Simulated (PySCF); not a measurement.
## Worked example for 1,1,1-trifluoroacetone: proton affinity at atom O3

Structure: `CC(=O)C(F)(F)F` (C3H3F3O). Atom numbers as in the mapped SMILES `[CH3:1][C:2](=[O:3])[C:4]([F:5])([F:6])[F:7]`.

Computed at ωB97X-D3(BJ)/def2-TZVP // PBE0-D3(BJ)/def2-SVP with PySCF (density fitting, grid level 2). Thermal corrections: PBE0-D3(BJ)/def2-SVP frequencies, unscaled, ideal gas at 298.15 K and 1 bar, quasi-RRHO entropy.

Step: `CC(=[OH+])C(F)(F)F` → `CC(=O)C(F)(F)F` + H⁺.

| species | charge | multiplicity | E / Eh |
| --- | --- | --- | --- |
| `CC(=[OH+])C(F)(F)F` | 1 | 1 | -491.461703 |
| `CC(=O)C(F)(F)F` | 0 | 1 | -491.170383 |

Thermal terms, products less reactant: Δ(H − E) = -26.26 kJ/mol, Δ(G − E) = -58.43 kJ/mol (the bare proton has no electronic energy, H = 5/2 RT). 1 Eh = 2625.50 kJ/mol.

Problem. What are ΔE, ΔH and ΔG of this step?

Solution. ΔE = 0.291320 Eh = 764.86 kJ/mol; ΔH = 738.6 kJ/mol; ΔG = 706.4 kJ/mol, all in the gas phase at 298.15 K and 1 bar. The digits show the arithmetic; the method itself can be off by 10 kJ/mol or more.
